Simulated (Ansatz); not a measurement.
BH5OSiZn (`OB[SiH2][ZnH]`), relaxed with RKS PBE-D4/def2-SVP in the Gaussian-basis code of Ansatz from a rough embedded geometry. The force threshold is 0.03 eV/Å; the program also tests the step.

Charge 0, multiplicity 1.

Start:

```xyz
9

O    -1.677    0.453   -0.324
B    -0.468    1.101   -0.061
Si    1.060    0.047    0.475
Zn    0.278   -1.968    0.510
H    -1.718    0.208   -1.294
H    -0.397    2.286   -0.173
H     2.240    1.001    0.675
H     1.407   -0.866   -0.570
H    -0.725   -2.263    0.762
```

```tsv
step	energy (eV)	largest force (eV/Å)	largest move (Å)
1	-59070.5107	14.630	0.000
2	-59073.3920	6.036	0.194
3	-59074.4486	1.803	0.194
4	-59074.8375	0.643	0.200
5	-59075.0737	0.515	0.196
6	-59075.2591	1.159	0.195
7	-59075.4190	2.681	0.193
8	-59075.7369	1.228	0.200
9	-59075.9014	0.597	0.200
10	-59075.9685	0.582	0.200
11	-59075.9792	1.405	0.194
12	-59076.0504	0.545	0.178
13	-59076.0847	0.108	0.200
14	-59076.0940	0.307	0.195
15	-59076.0999	0.277	0.086
16	-59076.1139	0.090	0.200
17	-59076.1254	0.081	0.200
18	-59076.1270	0.462	0.190
19	-59076.1413	0.057	0.191
20 (rejected)	-59076.1410	0.129	0.073
21	-59076.1430	0.035	0.036
22	-59076.1445	0.121	0.098
23 (rejected)	-59076.1440	0.121	0.050
24	-59076.1451	0.009	0.021
```

End:

```xyz
9

O    -1.260    0.988   -1.472
B    -0.569    1.074   -0.301
Si    1.031   -0.117    0.004
Zn    0.277   -2.053    1.157
H    -2.043    1.569   -1.485
H    -0.967    1.818    0.590
H     2.054    0.582    0.871
H     1.717   -0.537   -1.277
H    -0.241   -3.325    1.913
```

Run time 29 s (4 threads of an Arm Neoverse V1 on a shared host); peak host memory 0.16 GiB.
